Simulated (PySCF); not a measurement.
# Reading the logs of faulty runs: Al2H5N2

These are calculations, not measurements. They come from PySCF 2.14.0, an open-source quantum chemistry program, on an isolated molecule that a program drew, which may never have been made. The molecule is Al2H5N2 (charge 0, doublet), drawn as the SMILES string `[NH2][Al][AlH][NH2]`.

Each row is a Hartree-Fock (HF) and frozen-core CCSD(T) single point in the cc-pV(D+d)Z basis, meant for a local HF minimum. Run 1 is clean. Each other run has one planted mistake out of seven kinds, and not every kind appears here: one electron removed, one electron added, multiplicity raised by two, geometry at a saddle point, minimal basis STO-3G, one bond length entered in bohr, all coordinates scaled. The reference is restricted for singlets and unrestricted otherwise, and also for a bond in bohr. Adding or removing an electron swaps singlet and doublet. Electrons count all cores. HOMO and LUMO are orbital energies over both spins, the gradient is its largest component, and the lowest frequency (negative if imaginary) is given only where the gradient is small. Bond lengths are over the 8 bonds as drawn. T1 is the CCSD diagnostic: over 0.02 (restricted) or 0.045 (unrestricted) a single reference is doubtful.

Geometry of the clean run:
```xyz
9
Al2H5N2, angstrom
N     1.2178   -0.7734   -1.8512
Al   -0.4971   -0.8773   -1.3929
Al   -1.5818    0.5872    0.5047
N    -1.7362   -0.0289    2.1594
H     1.9067   -0.1716   -1.4373
H     1.6486   -1.3139   -2.5793
H    -2.3353    1.9608    0.2325
H    -1.3372   -0.8768    2.5161
H    -2.2497    0.4294    2.8902
```

| run | electrons | basis functions | <S^2> | HOMO (eV) | LUMO (eV) | gradient (hartree/bohr) | lowest frequency (cm^-1) | mean bond (Å) | longest bond (Å) | T1 | HF (hartree) | CCSD(T) (hartree) | mistake |
|---|---|---|---|---|---|---|---|---|---|---|---|---|---|
| 1 | 45 | 99 | 0.782 | -6.94 | 1.33 | 3.6e-05 | 36 | 1.4733 | 2.631 | 0.0199 | -595.69866 | -596.20897 | no fault |
| 2 | 45 | 99 | 1.522 | -7.27 | 1.11 | 1.7e-02 | - | 1.5849 | 2.631 | 0.0574 | -595.55940 | -596.06622 | one bond length entered in bohr |
| 3 | 45 | 33 | 0.779 | -2.87 | 7.58 | 4.1e-02 | - | 1.4733 | 2.631 | 0.0193 | -588.38562 | -588.56444 | minimal basis STO-3G |
| 4 | 45 | 99 | 3.757 | -5.59 | -0.94 | 2.4e-02 | - | 1.4733 | 2.631 | 0.0201 | -595.57669 | -596.06473 | multiplicity raised by two |
| 5 | 45 | 99 | 0.782 | -6.86 | 1.42 | 1.9e-02 | - | 1.4423 | 2.576 | 0.0192 | -595.69486 | -596.20182 | ? |
| 6 | 46 | 99 | 0.000 | 0.02 | 6.37 | 3.3e-02 | - | 1.4733 | 2.631 | 0.0183 | -595.66950 | -596.21242 | ? |

**Which mistake was planted in run 5, and what did it cost?**

The mean and the longest bond both change by the same factor, 0.979, and the gradient is no longer small. So the mistake is: all coordinates scaled. Subtracting run 1 and multiplying by 627.51 kcal/mol a hartree, the energy moved by 2.4 kcal/mol in HF and 4.5 kcal/mol in CCSD(T).

**Which mistake was planted in run 6, and what did it cost?**

It counts 46 electrons, one more than the clean run, at the same geometry and basis. So the mistake is: one electron added. Subtracting run 1 and multiplying by 627.51 kcal/mol a hartree, the energy moved by 18.3 kcal/mol in HF and -2.2 kcal/mol in CCSD(T).

Cautions from the logs. Run 2: T1 is over the limit, so its CCSD(T) energy is less reliable; run 6: the HOMO is above zero, so the electron isn't bound and the energy depends on the basis.
